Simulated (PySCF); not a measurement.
C$_{4}$H$_{9}$ (SMILES [CH2]CCC), doublet, geometry from GFN2-xTB; TPSS/def2-SVP run with PySCF.

Input for PySCF:
```python
from pyscf import gto, scf, dft

mol = gto.M(
    atom='''
C     0.637305    1.870053   -0.013944
C     0.720085    0.402568   -0.007129
C    -0.680967   -0.259710    0.006131
C    -0.578777   -1.778271    0.013066
H    -1.570814   -2.224755    0.022342
H     0.521816    2.413063    0.904085
H     0.508790    2.403784   -0.935675
H    -0.039361   -2.121966    0.893137
H    -0.051852   -2.130863   -0.871042
H     1.245726    0.047094   -0.897555
H     1.258307    0.056056    0.879305
H    -1.235493    0.070423   -0.874191
H    -1.222996    0.079324    0.890842
''',
    basis='def2-svp',
    charge=0,
    spin=1,
    verbose=4,
)

mf = dft.UKS(mol)
mf.xc = 'tpss'
mf.kernel()
```

What the program printed (banner, timings and long lists left out):

```
PySCF version 2.14.0

[INPUT] verbose = 4
[INPUT] num. atoms = 13
[INPUT] num. electrons = 33
[INPUT] charge = 0
[INPUT] spin (= nelec alpha-beta = 2S) = 1
[INPUT] symmetry False subgroup None
[INPUT] Mole.unit = angstrom
[INPUT] Symbol           X                Y                Z      unit          X                Y                Z       unit  Magmom
[INPUT]  1 C      0.637305000000   1.870053000000  -0.013944000000 AA    1.204331907816   3.533888008421  -0.026350341081 Bohr   0.0
[INPUT]  2 C      0.720085000000   0.402568000000  -0.007129000000 AA    1.360763436407   0.760743266514  -0.013471857542 Bohr   0.0
[INPUT]  3 C     -0.680967000000  -0.259710000000   0.006131000000 AA   -1.286841129867  -0.490780771811   0.011585910870 Bohr   0.0
[INPUT]  4 C     -0.578777000000  -1.778271000000   0.013066000000 AA   -1.093730017197  -3.360445165256   0.024691161544 Bohr   0.0
[INPUT]  5 H     -1.570814000000  -2.224755000000   0.022342000000 AA   -2.968408252633  -4.204177644257   0.042220261075 Bohr   0.0
[INPUT]  6 H      0.521816000000   2.413063000000   0.904085000000 AA    0.986089327416   4.560028191321   1.708473043327 Bohr   0.0
[INPUT]  7 H      0.508790000000   2.403784000000  -0.935675000000 AA    0.961473754917   4.542493422612  -1.768169491602 Bohr   0.0
[INPUT]  8 H     -0.039361000000  -2.121966000000   0.893137000000 AA   -0.074381509989  -4.009934585639   1.687784321716 Bohr   0.0
[INPUT]  9 H     -0.051852000000  -2.130863000000  -0.871042000000 AA   -0.097986079011  -4.026747478969  -1.646030822993 Bohr   0.0
[INPUT] 10 H      1.245726000000   0.047094000000  -0.897555000000 AA    2.354080966250   0.088994762110  -1.696133131734 Bohr   0.0
[INPUT] 11 H      1.258307000000   0.056056000000   0.879305000000 AA    2.377855610623   0.105930487639   1.661645629961 Bohr   0.0
[INPUT] 12 H     -1.235493000000   0.070423000000  -0.874191000000 AA   -2.334743398817   0.133080182870  -1.651981570560 Bohr   0.0
[INPUT] 13 H     -1.222996000000   0.079324000000   0.890842000000 AA   -2.311127491439   0.149900635105   1.683447400260 Bohr   0.0

nuclear repulsion = 123.694798267844
number of shells = 51
number of NR pGTOs = 159
number of NR cGTOs = 101
basis = def2-svp
ecp = {}

******** <class 'pyscf.dft.uks.UKS'> ********
method = UKS
initial guess = minao
damping factor = 0
level_shift factor = 0
DIIS = <class 'pyscf.scf.diis.CDIIS'>
diis_start_cycle = 1
diis_space = 8
diis_damp = 0
SCF conv_tol = 1e-09
SCF conv_tol_grad = None
SCF max_cycles = 50
direct_scf = True
direct_scf_tol = 1e-13
number electrons alpha = 17  beta = 16
XC library pyscf.dft.libxc version 7.1.2
    S. Lehtola, C. Steigemann, M. J. T. Oliveira, and M. A. L. Marques,  SoftwareX 7, 1–5 (2018)
XC functionals = tpss
    J. Tao, J. P. Perdew, V. N. Staroverov, and G. E. Scuseria,  Phys. Rev. Lett. 91, 146401 (2003)
    J. P. Perdew, J. Tao, V. N. Staroverov, and G. E. Scuseria,  J. Chem. Phys. 120, 6898 (2004)
    J. Tao, J. P. Perdew, V. N. Staroverov, and G. E. Scuseria,  Phys. Rev. Lett. 91, 146401 (2003)
    J. P. Perdew, J. Tao, V. N. Staroverov, and G. E. Scuseria,  J. Chem. Phys. 120, 6898 (2004)
radial grids:
    Treutler-Ahlrichs [JCP 102, 346 (1995); DOI:10.1063/1.469408] (M4) radial grids

becke partition: Becke, JCP 88, 2547 (1988); DOI:10.1063/1.454033
pruning grids: <function nwchem_prune>
grids dens level: 3
symmetrized grids: False
atomic radii adjust function: <function treutler_atomic_radii_adjust>
small_rho_cutoff = 0
Set gradient conv threshold to 3.16228e-05
tot grids = 144744
init E= -157.623094434909

cycle= 1 E= -157.642702452876  delta_E= -0.0196  |g|= 0.297  |ddm|= 2.43
cycle= 2 E= -157.607902471738  delta_E= 0.0348  |g|= 0.396  |ddm|= 0.842
cycle= 3 E= -157.697679559791  delta_E= -0.0898  |g|= 0.0327  |ddm|= 0.486
cycle= 4 E= -157.698036596777  delta_E= -0.000357  |g|= 0.0212  |ddm|= 0.0685
cycle= 5 E= -157.698279175227  delta_E= -0.000243  |g|= 0.00449  |ddm|= 0.0243
cycle= 6 E= -157.69829162041  delta_E= -1.24e-05  |g|= 0.00142  |ddm|= 0.00626
cycle= 7 E= -157.698292728901  delta_E= -1.11e-06  |g|= 0.000984  |ddm|= 0.00253
cycle= 8 E= -157.698293280937  delta_E= -5.52e-07  |g|= 0.000149  |ddm|= 0.00116
cycle= 9 E= -157.698293294126  delta_E= -1.32e-08  |g|= 6.14e-05  |ddm|= 0.000332
cycle= 10 E= -157.698293295971  delta_E= -1.84e-09  |g|= 2.91e-05  |ddm|= 9.79e-05
cycle= 11 E= -157.698293296441  delta_E= -4.7e-10  |g|= 5.58e-06  |ddm|= 4.17e-05
Extra cycle  E= -157.698293296448  delta_E= -7.16e-12  |g|= 5.71e-06  |ddm|= 1.42e-05
converged SCF energy = -157.698293296448  <S^2> = 0.7546521  2S+1 = 2.0046467
```
